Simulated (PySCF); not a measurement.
**P²⁺ (phosphorus, charge +2): r2SCAN calculation**

Configuration: [Ne] 3s2 3p1, 2P determinant. Computed with PySCF 2.14 in aug-cc-pV(D+d)Z (5s4p3d, 32 functions), with the non-relativistic Hamiltonian (point nucleus).

| Item | Value |
| --- | --- |
| Total energy | -340.1113 hartree |
| One-electron energy | -458.9941 hartree |
| Hartree (Coulomb) energy | 141.3577 hartree |
| Exchange-correlation energy | -22.4750 hartree |
| Kinetic energy | 339.14363 hartree |
| ⟨S²⟩ | 0.7577 |
| ⟨L²⟩ | 2.024 |
| Sum of ⟨r⟩ | 9.645 bohr |
| Sum of ⟨r²⟩ | 14.04 bohr² |
| Traceless quadrupole moment −½Σ⟨3z² − r²⟩ along its main axis | -1.74 e·bohr² |
| Density at the nucleus (Gaussians lack the cusp) | 2130 bohr⁻³ |
| Spin density at the nucleus | 0.0551 bohr⁻³ |
| Langevin diamagnetic susceptibility | -11.1 ×10⁻⁶ cm³/mol |
| Time after the integrals | 0.32 s of wall time on 1 thread of Neoverse-V1 (shared host) |

```json
{"shell": "1s α", "electrons": "1", "mean orbital energy (eV)": "-2115.4", "spread (eV)": "0", "rms radius, mean of both spins (bohr)": "0.120"}
{"shell": "1s β", "electrons": "1", "mean orbital energy (eV)": "-2115.3", "spread (eV)": "0", "rms radius, mean of both spins (bohr)": "0.120"}
{"shell": "2s α", "electrons": "1", "mean orbital energy (eV)": "-201.35", "spread (eV)": "0", "rms radius, mean of both spins (bohr)": "0.565"}
{"shell": "2s β", "electrons": "1", "mean orbital energy (eV)": "-201.22", "spread (eV)": "0", "rms radius, mean of both spins (bohr)": "0.565"}
{"shell": "2p α", "electrons": "3", "mean orbital energy (eV)": "-150.96", "spread (eV)": "0.240", "rms radius, mean of both spins (bohr)": "0.542"}
{"shell": "2p β", "electrons": "3", "mean orbital energy (eV)": "-150.72", "spread (eV)": "0.632", "rms radius, mean of both spins (bohr)": "0.542"}
{"shell": "3s α", "electrons": "1", "mean orbital energy (eV)": "-34.619", "spread (eV)": "0", "rms radius, mean of both spins (bohr)": "1.89"}
{"shell": "3s β", "electrons": "1", "mean orbital energy (eV)": "-33.313", "spread (eV)": "0", "rms radius, mean of both spins (bohr)": "1.89"}
{"shell": "3p α", "electrons": "1", "mean orbital energy (eV)": "-25.384", "spread (eV)": "0", "rms radius, mean of both spins (bohr)": "2.12"}
```
